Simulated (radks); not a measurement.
Problem. All-electron atom: Er+ in [Xe] 4f12 6s1 (the NIST ground configuration). Calculated with a radial shooting solver on a logarithmic mesh with Libxc functionals: scalar-relativistic Kohn-Sham, LDA (Slater exchange, Perdew-Wang correlation), spin-polarised, spherical densities, finite nucleus; open shells are filled with parallel spins first (spin-orbit coupling, left out, can overturn this in heavy ions); Fermi nuclear charge, rms radius 5.2516 fm; hard spherical wall at 6 bohr. Some entries of the table are withheld. Estimate them.

| orbital | occ. | eigenvalue (hartree) | <r^2> (bohr^2) | r(max) (bohr) |
|---|---|---|---|---|
| 1s up | 1 | -2106.337 | 0.0005687 | 0.01287 |
| 1s down | 1 | -2106.336 | 0.0005687 | 0.01287 |
| 2s up | 1 | -354.0949 | 0.008847 | 0.07330 |
| 2s down | 1 | -354.0931 | 0.008846 | 0.07330 |
| 2p up | 3 | -313.3956 | 0.007191 | 0.05957 |
| 2p down | 3 | -313.3942 | 0.007191 | 0.05957 |
| 3s up | 1 | -79.50027 | 0.05816 | 0.2074 |
| 3s down | 1 | -79.46819 | 0.05814 | 0.2074 |
| 3p up | 3 | -67.11492 | 0.05852 | 0.2040 |
| 3p down | 3 | -67.08301 | 0.05849 | 0.2040 |
| 3d up | 5 | -51.56023 | 0.04879 | 0.1663 |
| 3d down | 5 | -51.53529 | 0.04876 | 0.1663 |
| 4s up | 1 | -15.86014 | 0.2920 | 0.4740 |
| 4s down | 1 | -15.79555 | 0.2920 | 0.4740 |
| 4p up | 3 | -11.78309 | 0.3311 | 0.4954 |
| 4p down | 3 | -11.71954 | 0.3313 | 0.4954 |
| 4d up | 5 | -6.31697 | 0.3961 | 0.5117 |
| 4d down | 5 | -6.25487 | 0.3967 | 0.5117 |
| 5s up | 1 | -2.14727 | 1.766 | 1.110 |
| 5s down | 1 | -2.11494 | 1.776 | 1.113 |
| 5p up | 3 | -1.20851 | 2.554 | 1.274 |
| 5p down | 3 | -1.18177 | 2.559 | 1.278 |
| 4f up | 7 | -0.36683 | 0.9266 | 0.5081 |
| 6s up | 1 | -0.31337 | 10.94 | (1) |
| 4f down | 5 | -0.31206 | 0.9611 | 0.5090 |
| 6s down | 0 | -0.27688 | 10.98 | (2) |
| 5d up | 0 | (3) | 7.162 | 1.990 |
| 5d down | 0 | (4) | 7.048 | 1.965 |
| 6p up | 0 | -0.12231 | 13.19 | (5) |
| 6p down | 0 | -0.08635 | 13.30 | (6) |
| 7s up | 0 | 0.35672 | 15.06 | 4.615 |
| 7s down | 0 | 0.38231 | 15.09 | 4.626 |

Solution. 
(1) 6s up r(max) (bohr): 3.024
(2) 6s down r(max) (bohr): 3.017
(3) 5d up eigenvalue (hartree): -0.23588
(4) 5d down eigenvalue (hartree): -0.20702
(5) 6p up r(max) (bohr): 3.549
(6) 6p down r(max) (bohr): 3.570
